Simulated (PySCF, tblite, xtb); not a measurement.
Energy landscape of O₂Zr, singlet: symmetric bend, bond length relaxed. Scanned: O-Zr-O angle. Other coordinates (Zr-O bond length) were minimised at PBE0/def2-TZVP.

- GFN1-xTB (xtb)
- CCSD on RHF/def2-TZVP, 2 core orbitals frozen, def2 effective core potentials past Kr (PySCF)
- GFN2-xTB, 300 K electronic temperature (tblite)

Energies in kcal/mol, each method relative to its own lowest point.

| a / ° | GFN1-xTB | CCSD | GFN2-xTB |
|---|---|---|---|
| 180 | 5.4 | 46.5 | 28.6 |
| 170 | ___ | 43.9 | 27.2 |
| 160 | 3.3 | 37.0 | 23.2 |
| 150 | 1.6 | ___ | 17.7 |
| 140 | ___ | 17.6 | 11.7 |
| 130 | 0.0 | 8.7 | ___ |
| 120 | 0.9 | 2.5 | 2.1 |
| 110 | 3.3 | 0.0 | 0.0 |
| 100 | 8.4 | ___ | 0.8 |
| 90 | 17.7 | 11.0 | 5.9 |
| 80 | 34.4 | 28.7 | 17.6 |

Problem. What belongs in the gaps?

Solution. 
- 170, GFN1-xTB: 4.8
- 150, CCSD: 27.6
- 140, GFN1-xTB: 0.3
- 130, GFN2-xTB: 6.3
- 100, CCSD: 2.4
